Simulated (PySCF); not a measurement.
(MgTe)3 ring, Mg3Te3.
Geometry (PBE0-D3(BJ)/def2-SVP, Å), atoms numbered from 1 in this order:
```
atom  x, y, z in Å
Mg1    1.6651    0.1173   -1.0414
Te2    0.1772    1.8509   -2.3325
Mg3   -1.5405    1.0707   -0.5078
Te4   -2.5086   -0.2092    1.5706
Mg5   -0.0988   -1.2430    1.5091
Te6    2.3687   -1.6827    0.7328
```

Method: PySCF 2.14.0, density-fitted response routines, TDDFT wB97X-D/def2-SVPD, vertical, gas phase, core orbitals frozen in the response, def2 core potentials past Kr. Spin–orbit coupling is left out.

Transition dipole moments from the ground state, in atomic units and in the frame of the coordinates above (overall signs are arbitrary), for the states with f of 0.002 or more among the lowest 8:

```tsv
state	E (eV)	μx	μy	μz
S5	3.738	-0.274	-0.616	-0.514
S6	4.002	0.250	0.549	0.457
S7	4.287	0.230	0.052	-0.179
S8	4.289	-0.155	0.182	-0.139
```

Problem. Work out the oscillator strengths.

Solution. f = (2/3) ΔE |μ|² with ΔE in hartree (27.2114 eV).

```tsv
state	|μ|² (au)	|μ| (D)	f
S5	0.719	2.16	0.066
S6	0.573	1.92	0.056
S7	0.088	0.75	0.009
S8	0.076	0.70	0.008
```

Problem. All atoms lie in one plane. Which transitions are polarised in it and which across it?

Solution. In the plane: S7 and S8. Perpendicular: S5 and S6. States polarised in the plane are symmetric under reflection in it, those polarised across it antisymmetric.

Problem. What angle do the transition dipoles of S5 and S6 make?

Solution. |cos θ| = |μa·μb| / (|μa| |μb|) = 1.00, so θ ≈ 0° (taken between 0 and 90°, since the signs are arbitrary).

Problem. What peak molar absorption coefficient would the strongest computed level give as a lone Gaussian band 0.5 eV wide at half height?

Solution. ε(max) = 2.175×10⁸ f / FWHM, with the width in cm⁻¹. S5: 2.175×10⁸ × 0.0659 / 4033 ≈ 3600 L mol⁻¹ cm⁻¹.

S7/S8 coincide within about 0.01 eV; within a degenerate level the directions of the single components are arbitrary.

The vertical ionisation energy (ΔSCF) is 7.96 eV, 3.67 eV above S8.

One conformer stands for the species.
